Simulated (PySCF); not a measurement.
# Interval between two levels of Cr by level of theory

Cr [Ar] 3d5 4s1 [7S3, M_J = 3] → Cr [Ar] 3d4 4s1 5s1 [7D5, M_J = 5], as a difference of total energies. Computed with PySCF 2.14 in x2c-TZVPall-2c with one added diffuse shell each of s, p, d type (7s8p5d1f, 63 functions), with the two-component X2C-1e Hamiltonian. Correlated levels: [Ne] frozen; the 6 highest virtual spinors dropped. "Screened" scales the spin-orbit matrix elements by Boettger's factors to mimic the two-electron term; Breit and QED terms are absent.

```tsv
method	interval between two levels (cm⁻¹)
GHF (spin-free)	36569
GMP2 (spin-free)	46552
GHF (screened spin-orbit)	36822
GMP2 (screened spin-orbit)	46806
```

The labels give the starting determinants; with spin-orbit coupling the two ends relaxed to ⟨J²⟩ = 12.00, ⟨L²⟩ = 0.00, ⟨S²⟩ = 12.00 and ⟨J²⟩ = 30.01, ⟨L²⟩ = 6.01, ⟨S²⟩ = 12.00.

The promoted electron is Rydberg-like, and one or two diffuse shells describe it only roughly, which tends to raise the upper state.
